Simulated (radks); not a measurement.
The numbers below are computed, except where a source is named.
Task: These are the eigenvalues of the occupied orbitals of an atom or ion with whole-number occupations (eV). Level of theory: Dirac Kohn-Sham, LDA (Slater exchange, Perdew-Wang correlation), spin-unpolarised, spherical densities, point nucleus (a radial shooting solver on a logarithmic mesh with Libxc functionals).

1s1/2: -21903.81
2s1/2: -3155.071
2p1/2: -2917.759
2p3/2: -2787.045
3s1/2: -560.5974
3p1/2: -468.4510
3p3/2: -446.2606
3d3/2: -282.5009
3d5/2: -278.1733
4s1/2: -83.1739
4p1/2: -55.6696
4p3/2: -52.2434
4d3/2: -12.3400
4d5/2: -12.0059
7f5/2: -0.2274

Which element is it, and in what charge state? The configuration may be excited. Open shells, if any, fill j = l - 1/2 first.

Result: Z = 44, ruthenium, charge 0: Ru in [Kr] 4d7 7f1. The list shows which subshells hold electrons but not how many an open one holds; the 1s level, -804.95 hartree, gives Z - s = 40.1 by -(Z - s)^2/2, which with screening and relativity narrows Z to a few neighbours, and the depths of the outer levels then fix element, charge and occupations together.
